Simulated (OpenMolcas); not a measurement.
# How basis sets differ on CH3BClFO (SMILES COB(F)Cl)

CH3BClFO: 8 atoms, total charge 0, spin state singlet. As SMILES, `COB(F)Cl`. The shape is that of a PBE0-D4/def2-TZVP optimisation. This is one conformer, not always the lowest.

```xyz
8

C     0.6620   -0.4154    0.8046
O    -0.1223   -0.6545   -0.3475
B    -0.7824    0.2649   -1.0514
F    -1.4666   -0.1299   -2.1088
Cl   -0.8018    1.9856   -0.6585
H     1.7006   -0.6588    0.5760
H     0.3089   -1.0728    1.5997
H     0.5937    0.6237    1.1300
```

Quantity: the dipole moment, in D. The values are calculated.

| level | kind | program | value (D) | CPU time |
| --- | --- | --- | --- | --- |
| HF/ANO-R0 (sfX2C) | Hartree–Fock | OpenMolcas | 1.68 | 4.6 s |
| HF/STO-3G | Hartree–Fock | OpenMolcas | 2.29 | 2.8 s |
| HF/3-21G | Hartree–Fock | OpenMolcas | 3.13 | 3.9 s |
| HF/ANO-RCC-VDZ (DKH2) | Hartree–Fock | OpenMolcas | 3.53 | 9.7 s |
| HF/cc-pVDZ | Hartree–Fock | OpenMolcas | 2.66 | 13 s |

The values span 1.68 to 3.53 D. Magnitudes only. Sets without polarisation functions give poor dipoles. Times are those of the runs behind each value, whatever else they computed, on shared processors of several kinds: orders of magnitude only.
